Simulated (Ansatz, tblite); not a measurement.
Cost and result up the ladder for SnH2MeI (CH5ISn) (8 atoms). Total charge 0; singlet. Geometry: PBE0-D4/def2-SVP.

| atom | x (Å) | y (Å) | z (Å) |
| --- | --- | --- | --- |
| Sn1 | 0.325 | -0.021 | -0.900 |
| H2 | 1.862 | 0.679 | -1.178 |
| H3 | -0.787 | 0.409 | -2.129 |
| C4 | -0.421 | 0.361 | 1.072 |
| H5 | -0.534 | 1.444 | 1.225 |
| H6 | 0.284 | -0.042 | 1.811 |
| H7 | -1.396 | -0.130 | 1.195 |
| I8 | 0.668 | -2.701 | -1.096 |

Ansatz on 4 threads of Arm Neoverse V2 on a shared host; xTB runs through tblite on one thread. Times are rough, summed over both states, and most runs start from the orbitals of an earlier one. No level here is sound enough to serve as a yardstick. The other state is a triplet.

In the def2 sets I, Sn take a core potential; there is no spin–orbit coupling. The xTB rows come from tblite. HOMO above LUMO, or a gap near zero within one spin, warns that the state may not be the lowest or that an electron is smeared out.

xTB has no spin-polarisation term.

| level | functions | wall time | vertical triplet (eV) | remarks |
| --- | --- | --- | --- | --- |
| GFN2-xTB | 27 | 0.007 s | 4.35 | – |
| GFN1-xTB | 32 | 0.008 s | 4.85 | – |
| PBE-D4/def2-TZVP | 161 | 7.8 s | 4.46 | gap within one spin near zero (triplet) |
| r2SCAN-D4/def2-TZVP (with forces) | 161 | 19 s | 4.62 | – |
